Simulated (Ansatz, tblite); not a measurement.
Forces on Ag3H3⁻ at its PBE-D4/def2-TZVPD geometry. The state is a doublet with charge -1.

In the def2 sets Ag takes a core potential; there is no spin–orbit coupling. The xTB rows come from tblite. Another isomer (doublet) lies 0.22 eV lower at PBE0-D4/def2-TZVPD; other spin states weren't run for this one.

GFN1-xTB (tblite), largest force 0.71 eV/Å:

```xyz
6
positions Å, forces eV/Å
Ag   -0.001    0.919   -1.213    0.233   -0.323    0.097
Ag    1.333   -1.389   -0.292   -0.400    0.419    0.088
Ag   -0.701   -0.286    1.320    0.311   -0.187   -0.189
H    -0.414   -1.277    2.616   -0.130    0.427   -0.546
H    -1.220    0.874    0.078    0.420   -0.241    0.002
H     1.003    1.160   -2.509   -0.434   -0.095    0.549
```

GFN2-xTB (tblite), largest force 0.65 eV/Å:

```
Ag 0.386 -0.411 -0.006
Ag -0.200 0.169 0.025
Ag 0.421 -0.351 -0.134
H -0.284 0.486 -0.319
H 0.161 -0.035 0.028
H -0.484 0.142 0.405
```

PBE-D4/def2-TZVPD (Ansatz), largest force 0.02 eV/Å:

```
Ag 0.013 0.011 0.003
Ag 0.000 0.003 0.001
Ag 0.009 0.007 0.010
H -0.011 -0.002 -0.009
H 0.003 -0.013 -0.004
H -0.014 -0.007 -0.001
```
